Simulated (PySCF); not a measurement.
Harmonic spectrum computed at BP86 in the def2-TZVP basis family (core potentials from Rb on, PySCF, no spin–orbit coupling):

```
symmetry  ω (cm⁻¹)  IR (km/mol)
      a1       436          106
      b2      1203          703
      a1      1232          269
```

Task: Which molecule gave it? In each, all ligands are bound to the one heavy central atom.
A. EuH₂ (octet)
B. MgH₂ (singlet)
C. CaH₂ (singlet)
D. MnH₂ (sextet)

Result: A. It has C2v symmetry with Eu–H 2.111 Å (×2).
